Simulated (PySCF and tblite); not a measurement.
Results of a calculation; reference values are marked as such.
Conformers and averaged properties: C₅H₉FO, numbered as in [F:1][C@H:2]1[CH2:3][CH2:4][CH2:5][CH2:6][O:7]1

Free energies: PBE0-D3(BJ)/def2-TZVP on PBE0-D3(BJ)/def2-SVP structures plus GFN2-xTB thermal terms, symmetry and mirror images included. Conformers within 4 kcal/mol (GFN2-xTB free energy) were kept, 5 at most. GIAO shieldings: PBE0/pcSseg-1. Shifts are against TMS (¹H), TMS (¹³C), CFCl3 (¹⁹F) at the same level; of two unlike H on one atom, a is the less shielded. (PySCF 2.14, tblite 0.8.)

The 6-ring runs over atoms 2–3–4–5–6–7.

```csv
conformer,shape,symmetry,E(GFN2) kcal/mol,E(DFT) kcal/mol,G(298.15 K) kcal/mol,weight %,dipole D
1,6-ring chair (F1 axial),C1,0.00,0.00,0.00,97.0,1.97
2,6-ring chair (all substituents equatorial),C1,3.74,2.29,2.12,2.7,3.01
3,"6-ring twist-boat (ring torsions -61, 29, 31, -69, 36, 28°)",C1,3.67,4.00,3.81,0.2,2.43
4,"6-ring twist-boat (ring torsions 26, 29, -60, 29, 31, -61°)",C1,4.18,4.28,3.99,0.1,2.31
5,"6-ring twist-boat (ring torsions -30, 62, -35, -26, 61, -29°)",C1,3.92,4.79,4.45,0.1,1.91
```

Weights (%) against temperature:

```json
{"T (K)": "180", "1": "99.7", "2": "0.2", "3": "0.0", "4": "0.0", "5": "0.0", "S(mix) cal/mol/K": "0.04"}
{"T (K)": "230", "1": "99.0", "2": "0.9", "3": "0.0", "4": "0.0", "5": "0.0", "S(mix) cal/mol/K": "0.11"}
{"T (K)": "298.15", "1": "97.0", "2": "2.7", "3": "0.2", "4": "0.1", "5": "0.1", "S(mix) cal/mol/K": "0.30"}
{"T (K)": "330", "1": "95.6", "2": "3.8", "3": "0.3", "4": "0.2", "5": "0.1", "S(mix) cal/mol/K": "0.41"}
{"T (K)": "400", "1": "91.7", "2": "6.5", "3": "0.8", "4": "0.7", "5": "0.4", "S(mix) cal/mol/K": "0.69"}
```

Averaged shifts at 298.15 K. ¹H: 5.42 (H2, 1H), 3.98 (H6a, 1H), 3.56 (H6b, 1H), 1.83 (H4a, 1H), 1.58 (H3a, 1H), 1.58 (H5a, 1H), 1.42 (H4b, 1H), 1.39 (H3b, 1H), 1.23 (H5b, 1H) ppm. ¹³C: 107.2 (C2), 61.6 (C6), 31.9 (C3), 27.0 (C5), 19.4 (C4) ppm. ¹⁹F: -159.7 (F1) ppm.

Coordinates of conformer 1 (Å):

```xyz
16

F     1.194    1.767    0.595
C     1.094    0.933   -0.505
C     1.273   -0.498   -0.030
C     0.085   -0.934    0.819
C    -1.212   -0.653    0.067
C    -1.250    0.797   -0.380
O    -0.104    1.146   -1.141
H     1.879    1.237   -1.216
H     1.358   -1.135   -0.926
H     2.222   -0.576    0.521
H     0.168   -2.000    1.083
H     0.093   -0.369    1.766
H    -1.278   -1.305   -0.821
H    -2.092   -0.868    0.694
H    -2.112    0.998   -1.032
H    -1.326    1.467    0.495
```

Unscaled ¹⁹F shifts at such levels can be off by tens of ppm; differences between conformers or isomers are more reliable. Shifts are unscaled: against experiment ¹³C can be off by 15 ppm or more and ¹H by 0.8 ppm.

Search and properties took 5 min on 1 thread of Arm Neoverse N1, on a host shared with other jobs (rough), launched as `OMP_NUM_THREADS=1 python ens_run.py task.json out`.
